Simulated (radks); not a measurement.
The numbers below are computed, except where a source is named.
The promethium ion Pm+ inside a hard spherical wall (all orbitals vanish at R), configuration held at [Xe] 4f5 6s1 and not refilled when levels cross. Level of theory: scalar-relativistic Kohn-Sham, PBE, spin-polarised, spherical densities, finite nucleus; open shells are filled with parallel spins first (spin-orbit coupling, left out, can overturn this in heavy ions); Fermi nuclear charge, rms radius 4.962 fm (a radial shooting solver on a logarithmic mesh with Libxc functionals). Eigenvalues in eV for spin up, with the zero of energy where the potential of the charges vanishes at infinity; a dash marks a level that is unbound or too diffuse for the functional's potential to be trusted. A positive occupied level is held by the wall or, in an anion where self-interaction has pushed it up, behind a barrier. The pressure on the wall is -dE/dV.

R (bohr)  E (hartree)  kinetic (hartree)    e(5s)    e(5p)   e(4f)   e(6s)  e(5d, empty)  e(6p, empty)  pressure (GPa)
free      -10019.9210          10686.031  -48.726  -29.346  -9.205  -8.683        -7.671        -5.554               0
20        -10019.9210          10686.031  -48.726  -29.346  -9.205  -8.683        -7.671        -5.554        < 0.0001
12        -10019.9210          10686.031  -48.723  -29.343  -9.202  -8.680        -7.668        -5.537        0.000737
6         -10019.8744          10686.297  -47.841  -28.503  -8.307  -7.040        -6.725        -2.245            3.31
5         -10019.7786          10686.730  -46.911  -27.634  -7.292  -4.237        -5.438         2.221            15.4
3.5       -10018.8934          10690.646  -41.883  -22.551  -1.213  15.067         2.716        27.981             303
2.5       -10013.9619          10710.128  -24.503   -2.344  18.686  84.006        31.938        107.72            4440
2         -10002.6100          10749.390    7.586   35.897  47.228  197.48        82.316        231.05           23300
1.5        -9958.3148          10889.959   121.82   166.53  119.56  520.98        235.51        569.22          182000
